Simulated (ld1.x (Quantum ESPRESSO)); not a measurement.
**copper (Cu): excitation energies, all-electron against TM**

* Element: copper
* Generator: ld1.x (Quantum ESPRESSO) 7.5
* Type: norm-conserving Troullier–Martins (Kleinman–Bylander form)
* Functional: LDA (PZ)
* Relativity: scalar-relativistic
* Frozen core: [Ne]
* Valence charge: 19
* Reference configuration: 3s2 3p6 3d8 4s0 4p0 (charge +3)
* Partial waves: 3s (bound): rc 1.10 bohr; 3p (bound): rc 1.05 bohr; 3d (bound): rc 1.25 bohr
* Local potential: the d channel
* Core correction: Bessel-smoothed model core inside 0.60 bohr

Energies are relative to the spin-unpolarised reference configuration 3s2 3p6 3d8 4s0 4p0; without spin polarisation the order of configurations can differ from experiment. Spin-polarised rows fill each open shell by Hund’s rule, majority spin first.

| valence configuration | charge | ΔE all-electron (eV) | error AE − PS (meV) |
| --- | --- | --- | --- |
| 3s2 3p6 3d10 4s1 4p0 | 0 | -69.485 | +139 |
| 3s2 3p6 3d10 4s0 4p0 | +1 | -61.051 | -132 |
| 3s2 3p6 3d9 4s0 4p0 | +2 | -39.364 | -34 |
| 3s2 3p5 3d10 4s1 4p0 | +1 | 9.980 | +686 |
| 3s2 3p6 3d9 4s1 4p0 | +1 | -57.584 | +519 |
| 3s1 3p6 3d10 4s1 4p0 | +1 | 52.243 | +662 |
| 3s2 3p6 3d8 4s0 4p0 (spin-polarised) | +3 | -1.071 | +70 |
| 3s2 3p6 3d10 4s1 4p0 (spin-polarised) | 0 | -69.669 | +137 |

(1) What are ΔE and the potential's error for 3s2 3p6 3d9 4s2 4p0?

Results:

(1) ΔE = -67.482 eV all-electron; the error (AE − PS) is +759 meV.
